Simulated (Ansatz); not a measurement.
One change: `N[C](O)(F)[GeH3]` becomes `NC(O)(O)F`.

Ansatz, PBE0-D4/def2-TZVP geometries, multiplicity 1. Each molecule was computed in one conformer, which needn't be the lowest.

Scalar relativity is left out up to krypton.

```csv
property,`N[C](O)(F)[GeH3]`
size of the dipole moment (B3LYP/def2-TZVPP) / D,2.31
HOMO energy (PBE/def2-TZVPP) / eV,-6.15
HOMO energy (ωB97M-V/def2-TZVPP) / eV,-10.01
HOMO energy (B3LYP/def2-TZVPP) / eV,-7.43
HOMO–LUMO gap (B3LYP/def2-TZVPP) / eV,7.66
HOMO–LUMO gap (PBE/def2-TZVPP) / eV,5.91
```

(1) What does the change do to each property? (Best estimate.)

## Answers

(1) Computed: 
```
                                        property  `NC(O)(O)F`  shift
size of the dipole moment (B3LYP/def2-TZVPP) / D         1.07  -1.24
               HOMO energy (PBE/def2-TZVPP) / eV        -6.64  -0.49
           HOMO energy (ωB97M-V/def2-TZVPP) / eV       -10.75  -0.74
             HOMO energy (B3LYP/def2-TZVPP) / eV        -8.02  -0.59
           HOMO–LUMO gap (B3LYP/def2-TZVPP) / eV         8.54   0.88
             HOMO–LUMO gap (PBE/def2-TZVPP) / eV         6.71   0.80
```

With PBE0 the HOMO falls by 0.63 eV and the LUMO rises by 0.32 eV, so the gap widens by about 0.95 eV. PBE moves the HOMO by -0.49 eV and ωB97M-V by -0.74 eV. Dipoles are sizes alone; their direction can turn.

B3LYP here is the variant with VWN-RPA as its local correlation; programs differ in this.
